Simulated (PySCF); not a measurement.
Molecule: SMILES C#C/C=C(\C#C)OC(F)F, C7H4F2O.

Geometry (Å), atoms numbered from 1 in this order:
```xyz
14

C     3.2185    0.9996    0.7114
C     2.1683    1.0617    0.1302
C     0.9596    1.1763   -0.5711
C    -0.0551    0.3052   -0.4302
C     0.0089   -0.8038    0.4422
C     0.0502   -1.7481    1.1847
O    -1.2055    0.5284   -1.1830
C    -2.2402   -0.3214   -1.0565
F    -2.9330   -0.3164   -2.2057
F    -3.1084    0.0976   -0.0987
H     4.1328    0.9394    1.2214
H     0.8516    2.0087   -1.2511
H     0.1134   -2.5644    1.8410
H    -1.9619   -1.3631   -0.8114
```

Frames of a GFN2-xTB Langevin trajectory at 400 K; GIAO PBE0/pcSseg-1 shieldings in PySCF 2.14.0 with density-fitted response routines, gas phase, non-relativistic; equivalent atoms averaged within each frame.

References, each an isolated molecule treated in the same way: 13C (σref 186.93) and 1H (σref 31.72) against TMS; 17O (σref 336.08) against H2O; CFCl3 for 19F (σref 170.95). The references are static minima.

Task: How do the shifts (ppm) fluctuate along the trajectory?

Result: 
```csv
time (fs),C4,C8,C3,C6,C1,C2,C5,O7,F9/F10,H14
250,144.9,122.7,117.9,105.8,101.4,88.3,79.8,158.0,-85.4,6.94
425,149.0,121.7,117.4,110.5,98.6,91.5,79.0,195.8,-98.5,6.89
625,165.0,129.7,106.1,110.2,109.1,87.2,85.8,202.4,-87.0,8.53
800,155.4,126.8,109.9,104.7,104.7,85.3,82.5,181.9,-72.1,7.00
1000,156.4,117.1,112.4,101.1,105.0,86.6,80.7,183.1,-108.5,5.77
mean of frames,154.1,123.6,112.7,106.5,103.7,87.8,81.5,184.2,-90.3,7.03
standard deviation,7.7,4.9,5.0,4.0,4.0,2.4,2.7,17.0,13.9,0.98
```

5 frames give an uncertainty of the mean of about the standard deviation over 2.2 at best, since frames this close in time may not be independent; classical motion lacks zero-point vibration, and the reference would need the same averaging.
